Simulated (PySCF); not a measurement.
## A thermochemical cycle for HBr

r²SCAN in PySCF with def2-TZVPPD on every atom, for the lowest determinant that a PBE0 search found; no spin–orbit coupling. HBr, a singlet (closed shell), has De = 4.06 eV to neutral atoms, and HBr⁺, a doublet (π ↑), has De = 4.20 eV to H + Br⁺.

At the same level the Br atom ionises at 11.90 eV.

Question: What is the adiabatic ionisation energy of the molecule, and does ionisation strengthen or weaken the bond?

Answer: IE = IE(Br) + De(neutral) − De(ion) = 11.90 + 4.06 − 4.20 = 11.76 eV. De changes by +0.14 eV, so ionisation strengthens the bond.

Spin–orbit coupling is left out. For an ion De counts to the pair picked by the measured ionisation energies or electron affinities, which need not be the lowest pair at this level. States were picked by a PBE0 search and need not be the measured ground states.
